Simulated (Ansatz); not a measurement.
A nudged elastic band was laid between two geometries of CH6O2Si2 (11 atoms, charge 0, multiplicity 1).

The calculation used Ansatz, RKS PBE0/def2-SVP.

| Quantity | Value |
| --- | --- |
| movable images | 5 |
| climbing image | yes |
| spring | 5.0 eV/Å² |
| optimiser | quadratic models (default) |
| start path | through a guess of the saddle point |
| force threshold | 0.5 eV/Å |
| iteration limit | 60 |
| end points | relaxed |

First end point:

```xyz
11
Properties=species:S:1:pos:R:3
C 0.635 1.104 0.172
O -0.631 0.946 0.799
Si -1.452 -0.495 0.588
O -0.406 -1.345 -0.401
Si 1.000 -0.518 -0.798
H 1.404 1.308 0.939
H 0.610 1.985 -0.493
H -1.648 -1.198 1.885
H -2.760 -0.272 -0.085
H 1.106 -0.323 -2.273
H 2.206 -1.249 -0.312
```

Last end point:

```xyz
11
Properties=species:S:1:pos:R:3
C 0.722 1.259 0.096
O -0.676 1.006 0.356
Si -1.158 -0.546 0.506
O 0.180 -1.378 -0.222
Si 1.514 -0.104 -1.072
H 1.249 1.349 1.064
H 0.794 2.245 -0.393
H -1.229 -1.077 1.896
H -2.403 -0.817 -0.249
H 0.486 0.139 -2.180
H 0.587 -2.134 0.219
```

Task: What changes between the two ends?

Result: Bonds broken: Si5–H11. Bonds formed: O4–H11.

Task: What energy profile does the band end with?

Result: It converged. The highest image is number 4 of 0 to 6, 74.5 kcal/mol above the first end and 21.7 kcal/mol above the last; the last end lies 52.8 kcal/mol above the first. The threshold of 0.5 eV/Å is loose, so the images may lie well off the minimum-energy path. Neighbouring images differ by up to 1.4 eV, so the band resolves the path poorly. The order of the stationary point at the top wasn't checked. The orbitals stay closed-shell, which can raise the energy where a bond breaks towards radicals; this wasn't checked here.

| image | path coordinate (Å) | energy (kcal/mol) | Si5–H11 (Å) | O4–H11 (Å) |
| --- | --- | --- | --- | --- |
| 0 | 0.00 | 0.0 | 1.49 | 2.61 |
| 1 | 0.49 | 0.5 | 1.49 | 2.57 |
| 2 | 0.99 | 9.9 | 1.48 | 2.24 |
| 3 | 1.48 | 42.3 | 1.49 | 1.77 |
| 4 | 1.98 | 74.5 | 1.65 | 1.25 |
| 5 | 2.57 | 57.0 | 2.21 | 0.97 |
| 6 | 3.16 | 52.8 | 2.58 | 0.96 |

Task: What is the geometry of the highest image?

Result: 
```xyz
11
Properties=species:S:1:pos:R:3
C 0.678 1.208 0.146
O -0.695 0.986 0.436
Si -1.285 -0.554 0.561
O -0.120 -1.415 -0.341
Si 1.338 -0.315 -0.883
H 1.246 1.341 1.086
H 0.769 2.143 -0.428
H -1.311 -1.083 1.952
H -2.625 -0.634 -0.080
H 1.013 0.007 -2.328
H 1.057 -1.742 -0.101
```

The band took 7 iterations and of the order of 6 core-minutes.

Run time: 3.2 min on 2 threads of Arm Neoverse N1, with other jobs on the host, peak memory 0.25 GiB.
